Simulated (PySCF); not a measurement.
**Which determinant of TlS⁺ lies lowest?**

Unrestricted PBE0; PySCF, scalar-relativistic core potentials, basis sets Tl def2-SVPD with ECP60, S def2-SVPD. Outer shells of the fragments: Tl+ 5d10 6s2; S 3s2 3p4.

Followed along the bond (rough minima from three points):

```json
{"2Ms+1": "3", "unpaired": "π ↑↑", "⟨S²⟩ at the start": "2.01", "R at minimum (Å)": "3.22", "Te (eV)": "0.00"}
{"2Ms+1": "3", "unpaired": "σ ↑, π ↑", "⟨S²⟩ at the start": "2.01", "R at minimum (Å)": "3.09", "Te (eV)": "0.38"}
{"2Ms+1": "1", "unpaired": "π ↑↓", "⟨S²⟩ at the start": "1.01", "R at minimum (Å)": "3.22", "Te (eV)": "0.43"}
{"2Ms+1": "1", "unpaired": "σ ↓, π ↑", "⟨S²⟩ at the start": "1.01", "R at minimum (Å)": "2.97", "Te (eV)": "0.77"}
{"2Ms+1": "1", "unpaired": "none", "⟨S²⟩ at the start": "0.00", "R at minimum (Å)": "none in the scan", "Te (eV)": "≤ 1.95"}
```

Solutions found at the starting distance of 2.515 Å, counted from the lowest of them; the search is not exhaustive and high or unbound solutions are not listed, so other states can lie among these:

```json
{"2Ms+1": "3", "unpaired": "σ ↑, π ↑", "term": "³Π", "E (eV)": "0.00", "⟨S²⟩": "2.01", "⟨Lz²⟩": "1.01", "μ (D)": "0.34"}
{"2Ms+1": "3", "unpaired": "π ↑↑", "term": "³Σ⁻", "E (eV)": "0.23", "⟨S²⟩": "2.01", "⟨Lz²⟩": "0.00", "μ (D)": "2.81"}
{"2Ms+1": "1", "unpaired": "σ ↓, π ↑", "term": "mixed", "E (eV)": "0.30", "⟨S²⟩": "1.01", "⟨Lz²⟩": "1.01", "μ (D)": "0.24"}
{"2Ms+1": "1", "unpaired": "π ↑↓", "term": "mixed", "E (eV)": "0.66", "⟨S²⟩": "1.01", "⟨Lz²⟩": "2.02", "μ (D)": "2.80"}
{"2Ms+1": "1", "unpaired": "none", "term": "¹Σ⁺", "E (eV)": "1.37", "⟨S²⟩": "0.00", "⟨Lz²⟩": "0.00", "μ (D)": "-1.79"}
{"2Ms+1": "1", "unpaired": "none", "term": "mixed", "E (eV)": "2.08", "⟨S²⟩": "0.00", "⟨Lz²⟩": "2.00", "μ (D)": "2.83"}
{"2Ms+1": "3", "unpaired": "σ ↑↑", "term": "³Σ⁺", "E (eV)": "5.05", "⟨S²⟩": "2.01", "⟨Lz²⟩": "0.00", "μ (D)": "-2.94"}
{"2Ms+1": "3", "unpaired": "σ ↑, π ↑↑↓", "term": "mixed", "E (eV)": "5.28", "⟨S²⟩": "3.01", "⟨Lz²⟩": "3.02", "μ (D)": "4.79"}
{"2Ms+1": "3", "unpaired": "π ↑↑", "term": "mixed", "E (eV)": "5.31", "⟨S²⟩": "2.02", "⟨Lz²⟩": "2.01", "μ (D)": "2.21"}
{"2Ms+1": "3", "unpaired": "σ ↓, π ↑↑↑", "term": "mixed", "E (eV)": "5.42", "⟨S²⟩": "3.01", "⟨Lz²⟩": "1.00", "μ (D)": "4.98"}
```

A term symbol is given only where ⟨S²⟩ and ⟨Lz²⟩ are close to those of a pure state; real π, δ and φ orbitals otherwise mix terms. A positive dipole points towards S; it is taken about the centre of mass and depends on that origin.

**Question.** Compare the gap between the two lowest followed solutions at the starting distance with the gap between their minima.

**Answer.** At PBE0 the second solution (triplet, unpaired electrons σ ↑, π ↑) lies -0.23 eV from the first (triplet, unpaired electrons π ↑↑) at 2.515 Å and +0.38 eV at the minima; the two curves relax by different amounts, since their minima lie near 3.09 and 3.22 Å.

These are scalar-relativistic numbers at best; spin–orbit coupling would shift them, the dissociation energy most.
